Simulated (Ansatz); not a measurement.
Start from `F[CH2][AlH][GeH3]` and change one atom or group to get `F[CH2][AlH][F]`.

Ansatz, PBE0-D4/def2-TZVP geometries, multiplicity 1. Each molecule was computed in one conformer, which needn't be the lowest.

Scalar relativity is left out up to krypton.

| property | `F[CH2][AlH][GeH3]` |
| --- | --- |
| HOMO–LUMO gap (B3LYP/def2-TZVPP) / eV | 5.18 |
| HOMO energy (PBE0/def2-TZVPP) / eV | -7.51 |
| HOMO–LUMO gap (PBE0/def2-TZVPP) / eV | 5.57 |
| size of the dipole moment (ωB97M-V/def2-TZVPP) / D | 1.82 |
| LUMO energy (ωB97M-V/def2-TZVPP) / eV | -0.31 |
| HOMO–LUMO gap (ωB97M-V/def2-TZVPP) / eV | 9.25 |

Q: Give the same properties after the change, and the shifts. (Best estimate.)

A: The calculation gave: 
```tsv
property	`F[CH2][AlH][F]`	shift
HOMO–LUMO gap (B3LYP/def2-TZVPP) / eV	6.53	1.35
HOMO energy (PBE0/def2-TZVPP) / eV	-8.12	-0.61
HOMO–LUMO gap (PBE0/def2-TZVPP) / eV	6.98	1.41
size of the dipole moment (ωB97M-V/def2-TZVPP) / D	2.56	0.74
LUMO energy (ωB97M-V/def2-TZVPP) / eV	0.43	0.74
HOMO–LUMO gap (ωB97M-V/def2-TZVPP) / eV	10.82	1.57
```

With PBE0 the HOMO falls by 0.61 eV and the LUMO rises by 0.80 eV, so the gap widens by about 1.41 eV. PBE moves the HOMO by -0.36 eV and ωB97M-V by -0.83 eV. Dipoles are sizes alone; their direction can turn.

B3LYP here is the variant with VWN-RPA as its local correlation; programs differ in this.
